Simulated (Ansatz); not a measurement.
Program: Ansatz. Geometries: PBE0-D4/def2-TZVP. ΔE: electronic, gas phase. CBS: MP2 limit from def2 TZ/QZ plus the TZ coupled-cluster correction, frozen cores. This one scheme is used for every species. DFT in def2-TZVPP. B3LYP here is the variant with VWN-RPA as its local correlation; programs differ in this. HSE06 is defined as in plane-wave codes. Elements past krypton have def2 core potentials. For Ge, Te outer-core shells are correlated without core-valence functions, which leaves a few kJ/mol of doubt a bond. Scalar relativity is left out up to krypton.

`[GeH3][TeH]` + HCl → `[Cl][GeH3]` + H₂Te  (ligand exchange at a Ge–Te bond)

`[GeH3][TeH]`:

Z-matrix (Å, degrees):
```
Ge
Te 1 2.558
H 1 1.535 2 110.6
H 1 1.535 2 110.7 3 122.1
H 1 1.534 2 105.3 3 -119.0
H 2 1.658 1 91.6 3 -60.4
```

HCl:

Cartesian coordinates in Å:
```
Cl 0.129 -0.551 0.297
H -0.129 0.551 -0.297
```

`[Cl][GeH3]`:

Cartesian coordinates in Å:
```
Cl 1.452 1.319 0.361
Ge -0.117 -0.106 -0.029
H 0.523 -1.498 -0.006
H -0.697 0.228 -1.407
H -1.160 0.057 1.080
```

H₂Te:

Cartesian coordinates in Å:
```
Te -0.237 0.677 -0.299
H 0.635 -0.609 -0.871
H -0.398 -0.068 1.170
```

(1) Is it downhill or uphill in electronic energy at CCSD(T)/CBS, and by how much? (Estimate.)

(2) What do these levels give: r2SCAN-D4, B97M-V, B3LYP-D4, HSE06-D4, r2SCAN, PBE0, r2SCANh, CCSD(T)/def2-SVP, MP2/def2-TZVPP, MP2/def2-QZVPP, MP2/CBS(def2), CCSD/CBS(def2)? (An estimate is asked.)

Largest T1 diagnostic among the species: 0.011.

Answers

(1) Computed: Nearly level: ΔE = -2.6 kJ/mol.

(2) Ansatz gave: r2SCAN-D4 -6.9, B97M-V -18.7, B3LYP-D4 -7.2, HSE06-D4 -2.9, r2SCAN -7.4, PBE0 -5.0, r2SCANh -7.1, CCSD(T)/def2-SVP -7.1, MP2/def2-TZVPP -3.2, MP2/def2-QZVPP -0.5, MP2/CBS(def2) 1.6, CCSD/CBS(def2) -4.2 kJ/mol.

The D4 term adds +3.4 kJ/mol with B3LYP and +1.9 kJ/mol with PBE0; it sums over pairs of atoms, weighted by their polarisabilities, and B3LYP, whose exchange is more repulsive, gets the larger term. Leaving LDA and LC-ωPBE aside and taking each functional with its dispersion term where it has one, the values, not all of them listed here, spread over 16.7 kJ/mol, from B97M-V to PBE-D4.
